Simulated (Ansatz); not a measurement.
Computed with Ansatz on PBE0-D4/def2-TZVP structures; ΔE is electronic, products minus reactants. CBS: MP2 limit from def2 TZ/QZ plus the TZ coupled-cluster correction, frozen cores. DFT in def2-TZVPP. B3LYP here is the variant with VWN-RPA as its local correlation; programs differ in this. HSE06 is defined as in plane-wave codes. For Zn outer-core shells are correlated without core-valence functions, which leaves a few kJ/mol of doubt a bond. Scalar relativity is left out up to krypton. One conformer a species, not always the lowest.

`[NH2][Zn][N]1C[SiH2]1` + `BO[SiH3]` → `[NH2][Zn][O][SiH3]` + `BN1C[SiH2]1`  (redistribution)

| level | ΔE (kJ/mol) | difference from CCSD(T)/CBS |
| --- | --- | --- |
| revPBE-D4 | -32.3 | -0.6 |
| BLYP-D4 | -32.4 | -0.7 |
| r2SCAN-D4 | -33.4 | -1.7 |
| B97M-V | -35.3 | -3.6 |
| PBE0-D4 | -32.4 | -0.7 |
| B3LYP-D4 | -32.6 | -0.9 |
| r2SCANh-D4 | -33.2 | -1.5 |
| r2SCAN0-D4 | -32.9 | -1.2 |
| BHLYP-D4 | -33.0 | -1.3 |
| CAM-B3LYP-D4 | -32.8 | -1.1 |
| ωB97X-V | -32.0 | -0.3 |
| ωB97M-V | -31.6 | 0.1 |
| B2PLYP | -31.5 | 0.2 |
| PBE-QIDH | -30.9 | 0.8 |
| PBE | -32.9 | -1.2 |
| revPBE | -33.0 | -1.3 |
| BLYP | -33.3 | -1.6 |
| r2SCAN | -33.5 | -1.8 |
| PBE0 | -32.8 | -1.1 |
| B3LYP | -33.3 | -1.6 |
| r2SCANh | -33.4 | -1.7 |
| r2SCAN0 | -33.1 | -1.4 |
| HSE06 | -32.9 | -1.2 |
| BHLYP | -33.8 | -2.1 |
| CAM-B3LYP | -33.3 | -1.6 |
| LC-ωPBE | -32.0 | -0.3 |
| RPA@PBE/def2-TZVPP | -28.9 | 2.8 |
| HF/def2-SVP | -35.5 | -3.8 |
| MP2/def2-SVP | -34.2 | -2.5 |
| CCSD/def2-SVP | -35.5 | -3.8 |
| CCSD(T)/def2-SVP | -34.8 | -3.1 |
| HF/def2-TZVPP | -34.6 | -2.9 |
| MP2/def2-TZVPP | -27.4 | 4.3 |
| SCS-MP2/def2-TZVPP | -29.4 | 2.3 |
| CCSD/def2-TZVPP | -31.2 | 0.5 |
| CCSD(T)/def2-TZVPP | -30.0 | 1.7 |
| HF/def2-QZVPP | -35.6 | -3.9 |
| MP2/def2-QZVPP | -28.7 | 3.0 |
| HF/CBS(def2) | -35.7 | -4.0 |
| MP2/CBS(def2) | -29.0 | 2.7 |
| CCSD(T)/CBS | -31.7 | 0 |

Q: What do rigid-rotor, harmonic-oscillator terms from PBE0-D4/def2-TZVP frequencies (298.15 K, 1 bar) make of the CCSD(T)/CBS value? (Estimate.)

A: Computed: ΔZPE = +1.1 kJ/mol, ΔH = -31.1 kJ/mol, ΔS = 9 J/(mol·K), ΔG = -33.7 kJ/mol. Modes under 50 cm⁻¹ make the entropy rough.

Largest T1 diagnostic among the species: 0.015.

At CCSD(T), def2-SVP lies −3.1 kJ/mol from the extrapolated value and def2-TZVPP +1.7 kJ/mol. Leaving LDA and LC-ωPBE aside and taking each functional with its dispersion term where it has one, the values spread over 4.3 kJ/mol, from B97M-V to PBE-QIDH. In def2-TZVPP, CCSD(T) changes the Hartree–Fock value by +4.5 kJ/mol (the triples alone add +1.1 kJ/mol) and MP2 by +7.2 kJ/mol.

CCSD(T)/CBS has its own doubt, a few kJ/mol and more with outer-core shells, so smaller differences from it don't rank the levels.
